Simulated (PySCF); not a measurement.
# Identify the compound

Molecular formula: C7H11ClSi2. Simulated spectra:

¹H NMR (500 MHz, computed): δ 6.98 (t, 1H), 6.75 (m, 1H), 6.32 (s, 1H), 5.56 (m, 1H), 5.47 (m, 1H), 4.76 (s, 2H), 4.55 (m, 2H), 2.38 (m, 2H).

¹³C{¹H} NMR (computed): δ 162.6 (C), 153.6 (CH), 151.3 (CH), 139.2 (C), 134.1 (CH), 124.1 (CH2), 19.0 (CH2).

[PySCF: GFN2-xTB structure; NMR shieldings at PBE0/pcSseg-1/GIAO; one averaged value for each set of equivalent atoms; no solvent model; one computed conformer; non-relativistic]

Referencing at the same level of theory: ¹H (σ = 31.72 ppm) and ¹³C (σ = 186.93 ppm) against TMS.

Problem. Which candidate is it?
A. C=C(C)C#C[C@@H]1[SiH2][C@H]1[SiH2]Cl
B. C=C(C)[Si@H]1C=C[SiH2]C(Cl)=C1
C. CC#C[C@H]1[SiH2][SiH2]CC=C1Cl
D. C=CC1=C[SiH2]C/C(=C\Cl)[SiH2]1

Solution. D. 

1. Rings plus π bonds: 4 (1 ring in the answer).
2. 7 carbon signals for 7 carbons: no two carbons are equivalent.
3. Carbon types of the structure: 2 × C, 3 × CH, 2 × CH2, leaving 4 H on heteroatoms.
4. δC 162.6, 139.2: fully substituted alkene carbon; as expected for a trigonal carbon in a double bond.
5. δC 153.6, 151.3, 134.1: alkene CH; as expected for a trigonal carbon in a double bond.
6. δC 124.1: terminal =CH2 carbon; an sp2 carbon of a C=C bond.
7. δH 6.98, 6.75, 6.32: hydrogen on an alkene CH; a vinylic proton, deshielded by the sp2 carbon and the C=C anisotropy.
8. δH 5.56, 5.47: hydrogen on a terminal =CH2 carbon; olefinic region.

The others: C=C(C)C#C[C@@H]1[SiH2][C@H]1[SiH2]Cl would give 9 signals for carbon-bound and other non-exchanging H, not 8; CC#C[C@H]1[SiH2][SiH2]CC=C1Cl would give 9 signals for carbon-bound and other non-exchanging H, not 8; C=C(C)[Si@H]1C=C[SiH2]C(Cl)=C1 would give 9 signals for carbon-bound and other non-exchanging H, not 8.

Carbons that carry Cl, above all several Cl atoms, come out too deshielded, partly because spin–orbit coupling is missing. Shifts are as computed. Against solution values, carbons near 30 ppm lie about +3 ppm off and those near 130 ppm about +5 ppm; carbons on Cl a further +6 ppm. Of 1309 compounds with measured shifts, 239 miss one by over three times the rms of a fit or turn the order of signals round; such compounds aren't used in these exercises. Multiplicities follow the n + 1 count of equivalent neighbours, as no J values were calculated; m marks all less simple cases, F and P coupling included.
